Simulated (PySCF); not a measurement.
Ge(Cl)2(OH)2 (Cl2GeH2O2), SMILES [OH][Ge]([OH])([Cl])[Cl].

Geometry: r2SCAN-D4/def2-SVP. Other conformers were not sampled.

Computed with r2SCAN/def2-TZVP in PySCF.

Symmetry labels are those of the subgroup C2 that the program uses (full group C2).

Computed valence orbital energies around the gap with their symmetry:
| orbital | symmetry | energy (eV) |
|---|---|---|
| HOMO−7 | A | -10.40 |
| HOMO−6 | B | -9.64 |
| HOMO−5 | A | -8.92 |
| HOMO−4 | A | -8.78 |
| HOMO−3 | B | -8.75 |
| HOMO−2 | A | -8.48 |
| HOMO−1 | B | -8.44 |
| HOMO | B | -8.18 |
| LUMO | A | -1.94 |
| LUMO+1 | A | 0.18 |
| LUMO+2 | B | 0.57 |
| LUMO+3 | B | 0.84 |
